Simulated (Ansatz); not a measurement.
Geometry optimisation, Ansatz, UKS PBE/def2-SVP.

Input file:

```yaml
crystal:
  periodic: [false, false, false]
  atoms:
    - { symbol: Mg, position_ang: [0.0885, -0.907, -1.2421] }
    - { symbol: C, position_ang: [-0.2079, 0.385, 0.907] }
    - { symbol: Cl, position_ang: [-1.1279, -2.1596, -2.4572] }
    - { symbol: H, position_ang: [0.81, 0.5833, -0.0267] }
    - { symbol: F, position_ang: [1.679, 0.7712, -0.8487] }
    - { symbol: H, position_ang: [0.4419, 0.3826, 1.7764] }
    - { symbol: H, position_ang: [-0.9619, -0.3947, 1.0617] }
    - { symbol: H, position_ang: [-0.7218, 1.3392, 0.8296] }
magnetization:
  spin_polarized: true
basis:
  gaussian: { orbitals: def2-SVP }
hamiltonian:
  xc: pbe
relax:
  f_tol: 0.15
  max_steps: 25
  restrain:
    - { distance: [0, 4], at: 1.98, k: 30.0 }
    - { distance: [3, 1], at: 1.07, k: 30.0 }
    - { distance: [0, 1], at: 3.47, k: 30.0 }
    - { distance: [3, 4], at: 2.18, k: 30.0 }
```

Run as:

```bash
$ ansatz run input.yaml --threads 2 --pin off --max-ram 3072MiB --backend cpu --events-out ev --progress --plain --runs-dir out
```

Where does it end, and by what steps?

The run converged. The restraints hold the end off the free minimum. After 10 steps the energy has fallen by 1.669 eV (the restraints' own energy left out); Mg1 moved furthest, 0.72 Å. Joined: C2–H4 (1.40 → 1.09 Å).

| step | energy less start (eV) | largest force component (eV/Å) | accepted |
| --- | --- | --- | --- |
| 0 | 0.0000 | 2.517 | yes |
| 1 | -0.1219 | 3.598 | yes |
| 2 | -0.4922 | 3.468 | yes |
| 3 | -0.8741 | 2.591 | yes |
| 4 | -1.5575 | 1.509 | yes |
| 5 | -1.6396 | 1.385 | yes |
| 6 | -1.6578 | 1.409 | yes |
| 7 | -1.6760 | 1.407 | no |
| 8 | -1.6673 | 1.418 | yes |
| 9 | -1.6760 | 1.367 | yes |
| 10 | -1.6687 | 1.412 | yes |

```xyz
8
Properties=species:S:1:pos:R:3
Mg 0.382 -0.905 -1.899
C -0.197 0.585 1.172
Cl -1.110 -2.360 -2.603
H 0.590 0.682 0.419
F 1.742 0.347 -1.405
H 0.265 0.463 2.169
H -0.839 -0.300 0.977
H -0.833 1.489 1.169
```

Run time: 13 s on 2 threads of AMD EPYC 9R45 (Zen 5), on a shared host, peak memory 0.19 GiB.
